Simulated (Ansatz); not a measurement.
A run for Ansatz (a program for electronic structure): R-CCSD(T)/aug-cc-pVDZ on GeH4 (SMILES [GeH4]) with ghost functions, monomers drawn apart or pushed together. The run froze 14 orbitals, filled d shells among them.

Ansatz 0.2 input:
```yaml
crystal:
  periodic: [false, false, false]
  atoms:
    - {symbol: Ge, position_ang: [0.10564829, 0.26755293, 0.49318717]}
    - {symbol: H, position_ang: [0.53967548, 1.70022514, 0.82415899]}
    - {symbol: H, position_ang: [-1.31361809, -0.01192895, 1.00408223]}
    - {symbol: H, position_ang: [1.09898156, -0.75566073, 1.05850432]}
    - {symbol: H, position_ang: [0.09336918, 0.11522221, -1.04620297]}
basis:
  gaussian:
    orbitals: aug-cc-pVDZ
    ghost_atoms:
      - {symbol: C, position_ang: [-0.46973615, -1.29608158, 6.58353005]}
      - {symbol: N, position_ang: [-0.07927291, 0.05338179, 6.17868985]}
      - {symbol: H, position_ang: [0.25401424, -2.01073442, 6.18896409]}
      - {symbol: H, position_ang: [-1.43649684, -1.53661462, 6.13877869]}
      - {symbol: H, position_ang: [-0.54531760, -1.45067451, 7.66743307]}
      - {symbol: H, position_ang: [0.82580742, 0.30032248, 6.56005346]}
      - {symbol: H, position_ang: [-0.74305449, 0.74053973, 6.51457093]}
magnetization: {spin_polarized: false}
correlation: {method: ccsd_t, electrons: outside_noble_gas}
scf: {lower_state_search: off}
```

### Question
What total energy does the run end on?

### Answer
-2077.7951 hartree (reference determinant -2077.6436, T1 diagnostic 0.010).

### Question
How many basis functions does it have, and what does it roughly cost on one machine?

### Answer
163 functions; about 18 core-seconds (a rough figure).
